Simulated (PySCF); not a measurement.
**Structure elucidation problem**

Molecular formula: C$_{7}$H$_{10}$Si. Simulated spectra:

1H NMR (400 MHz, computed): δ 4.24 (q, 2H), 1.75 (s, 2H), 1.64 (s, 3H), 0.50 (t, 3H).

13C{1H} NMR (computed): δ 90.4, 76.9, 27.5, 14.7, -8.2.

Non-relativistic Hamiltonian, equivalent nuclei averaged, in vacuum, one computed conformer. Shieldings: GIAO PBE0/pcSseg-1; geometry: GFN2-xTB; PySCF 2.14.

References, each an isolated molecule treated in the same way: TMS for 1H (σref 31.72), 13C (σref 186.93).

Question: Choose the structure that fits.
A. C=C(C)C1=CC=C[SiH2]1
B. C#CC(C)(C#C)[SiH2]C
C. CC#CC1=C[SiH2][C@H]1C

Answer: B. 

1. The formula gives 4 degrees of unsaturation (no ring in the answer).
2. 5 carbon signals for 7 carbons: some carbons are equivalent by symmetry or fast rotation.
3. Carbon types of the structure: 3 × C, 2 × CH, 2 × CH3, leaving 2 H on heteroatoms.
4. δC 90.4: alkyne carbon; the triple bond shields along its axis, which puts it between sp3 and sp2 carbons.
5. δC 76.9: terminal alkyne carbon; the triple bond shields along its axis, which puts it between sp3 and sp2 carbons.
6. δC 27.5: methyl carbon; aliphatic region, no heteroatom directly attached.
7. δC -8.2: methyl carbon bonded to Si; an electropositive neighbour leaves it electron-rich and shielded.
8. δH 0.50: hydrogen on a methyl carbon bonded to Si; an electropositive neighbour shields it, as in TMS itself.

The others: C=C(C)C1=CC=C[SiH2]1 would give 7 carbon signals, not 5; CC#CC1=C[SiH2][C@H]1C would give 7 carbon signals, not 5.

Shifts are as computed. Against solution values, carbons near 30 ppm lie about +3 ppm off and those near 130 ppm about +5 ppm. Of 1211 compounds with measured shifts, 218 miss one by over three times the rms of a fit or turn the order of signals round; such compounds aren't used in these exercises. No couplings were computed; multiplicities are counted from neighbouring protons, with m where these are inequivalent, close in shift, in a saturated or five-membered ring or joined by F or P, and br s for small geminal =CH2 splittings.
